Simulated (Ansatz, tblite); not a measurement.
Removing and adding an electron: Ge3O2 (the lowest singlet isomer of a short search). Total charge 0; singlet. Geometry: B3LYP-D4/def2-SVP. Ansatz, gas phase; energy differences of separate SCF runs; the oxidised species was run as a doublet alone; the reduced species was run as a doublet alone.

| atom | x (Å) | y (Å) | z (Å) |
| --- | --- | --- | --- |
| Ge1 | 0.8104 | -1.3474 | 0.1148 |
| Ge2 | -0.7341 | 0.0121 | -1.3679 |
| Ge3 | -0.3425 | 1.3396 | 0.7572 |
| O4 | -0.8117 | -0.5277 | 0.7507 |
| O5 | 1.0778 | 0.5233 | -0.2548 |

The xTB rows come from tblite. Correlated methods freeze 29 core orbitals; core or outer-core shells of Ge are correlated, in sets that lack core-valence functions. The rows differ in basis, and correlated rows in double-zeta sets carry the largest basis error. The structure comes from a short search, and lower isomers may exist.

```tsv
level	−HOMO (eV)	vertical IE (eV)	−LUMO (eV)	vertical EA (eV)	HOMO–LUMO gap (eV)	IE − EA (eV)	remarks
GFN1-xTB	8.71	11.33	6.75	4.27	1.97	7.06	–
GFN2-xTB	8.93	12.50	6.90	3.35	2.03	9.15	–
HF/def2-SVP	–	6.95	–	–	–	–	–
PBE-D4/def2-TZVP	5.19	7.87	2.81	–	2.39	–	–
PBE-D4/def2-TZVPD	5.22	–	2.88	0.67	2.35	–	HOMO above zero (-1 doublet)
r2SCAN-D4/def2-TZVP	5.45	7.94	2.80	–	2.65	–	–
r2SCAN-D4/def2-TZVPD	5.45	–	2.82	0.69	2.64	–	HOMO above zero (-1 doublet)
PBE0-D4/def2-TZVP	6.00	7.87	2.11	–	3.89	–	–
PBE0-D4/def2-TZVPD	6.02	–	2.17	0.60	3.85	–	HOMO above zero (-1 doublet)
MP2/def2-SVP	–	7.89	–	–	–	–	–
CCSD/def2-SVP	–	7.70	–	–	–	–	–
CCSD(T)/def2-SVP	–	7.78	–	–	–	–	–
```

   A HOMO above zero means that the electron is unbound at that level or that self-interaction error raises the level; the energy of removing that electron tells which. Raw xTB energy differences between charge states are shifted by several eV; the methods need an empirical correction for them.
